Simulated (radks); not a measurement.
Charge is removed step by step from the 6s level of Eu+, starting from [Xe] 4f7 6s1. Method: scalar-relativistic Kohn-Sham, PBE, spin-unpolarised, spherical densities, point nucleus; computed with a radial shooting solver on a logarithmic mesh with Libxc functionals.

removed (e) = 0: E - E(0) (eV) 0.000; eigenvalue (eV) -8.527; E minus straight line (eV) 0.000
removed (e) = 0.25: E - E(0) (eV) 2.295; eigenvalue (eV) -9.850; E minus straight line (eV) -0.513
removed (e) = 0.5: E - E(0) (eV) 4.927; eigenvalue (eV) -11.217; E minus straight line (eV) -0.691
removed (e) = 0.75: E - E(0) (eV) 7.906; eigenvalue (eV) -12.629; E minus straight line (eV) -0.521
removed (e) = 1: E - E(0) (eV) 11.235; eigenvalue (eV) -13.964; E minus straight line (eV) 0.000

Removing the whole electron costs 11.235 eV by Delta-SCF, against 8.527 eV from minus the eigenvalue at the starting occupation. Slater's transition state (half an electron removed) gives 11.217 eV. Integrating minus the eigenvalue over the occupation (Janak's theorem) gives 11.236 eV. In this scalar-relativistic scheme the density is built from large components alone, so the theorem holds only approximately. The mean slope of the eigenvalue, de/dn, is 5.44 eV per electron. Ionisation energy of Eu+ in the NIST Atomic Spectra Database: 11.24 eV (semi-empirical).

Beside tabulated values, note that spin-unpolarised runs miss the spin-polarisation part of the exchange energy of open shells.
